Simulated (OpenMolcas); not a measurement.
Ta4+ (d1) among equal point charges was computed by CASSCF with the d shell active (OpenMolcas, ANO-RCC-VTZP on the metal). Its lowest spin-free states, and all those of the highest spin:

| 2S+1 | Degeneracy | E (cm-1) |
| --- | --- | --- |
| 2 | 1 | 0.0 |
| 2 | 2 | 16017 |
| 2 | 2 | 41357 |

**Question.** Is the site octahedral, tetrahedral or cube-like, axial, or of lower symmetry?

**Answer.** The states with 2S+1 = 2 have orbital degeneracies 1, 2, 2. There are pairs but no triples, so the site is axial: not cubic, but with a proper or improper axis of order three or more. The run had Ta4+ among 3 point charges of -2.5 e arranged as a planar triangle (D3h), 1.92 Å from the ion.

This is an electrostatic model: the charges have no orbitals. No measured value stands beside these numbers.
